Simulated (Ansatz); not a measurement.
Reaction (hydrogen abstraction from a Ga–H bond): `[OH][GaH][F]` + Cl• → `[OH][Ga][F]`• + HCl

Gas-phase electronic energies from Ansatz, PBE0-D4/def2-TZVP geometries. CCSD(T)/CBS adds triple-zeta CCSD(T) − MP2 to the extrapolated MP2 energy (def2 sets, frozen cores). This one scheme is used for every species, atoms too. DFT in def2-TZVPP. No spin–orbit coupling; open shells (•) take unrestricted orbitals. Spin–orbit coupling would lower the free atoms: a little for Cl. For Ga outer-core shells are correlated without core-valence functions, so the limit isn't a true one: a few kJ/mol of doubt a bond, and 10 to 20 or more in all where bonds break to atoms. Scalar relativity is left out up to krypton. Each species was taken in one conformer, which may not be the lowest.

```tsv
level	ΔE (kcal/mol)
revPBE-D4	-28.0
CAM-B3LYP-D4	-22.1
ωB97M-V	-24.4
LC-ωPBE	-21.8
HF/def2-TZVPP	-12.3
MP2/def2-QZVPP	-24.3
HF/CBS(def2)	-12.6
CCSD/CBS(def2)	-19.8
```

What does CCSD(T)/CBS give? (An estimate is asked.)

The calculation gave: -21.3 kcal/mol. The listed levels differ from it by -6.7, -0.8, -3.1, -0.5, 9.0, -3.0, 8.7, 1.5 kcal/mol.

Largest T1 diagnostic among the species: 0.018.

From PBE to PBE0 (25 % exact exchange), in def2-TZVPP and without D4, ΔE moves by +3.6 kcal/mol. In def2-TZVPP, CCSD(T) changes the Hartree–Fock value by −8.3 kcal/mol (the triples alone add −1.6 kcal/mol) and MP2 by −11.4 kcal/mol. Leaving LDA and LC-ωPBE aside and taking each functional with its dispersion term where it has one, the values, not all of them listed here, spread over 9.4 kcal/mol, from PBE-D4 to BHLYP-D4. LDA lies −3.5 kcal/mol from PBE without D4.

CCSD(T)/CBS has its own doubt, a few kJ/mol and more with outer-core shells, so smaller differences from it don't rank the levels.
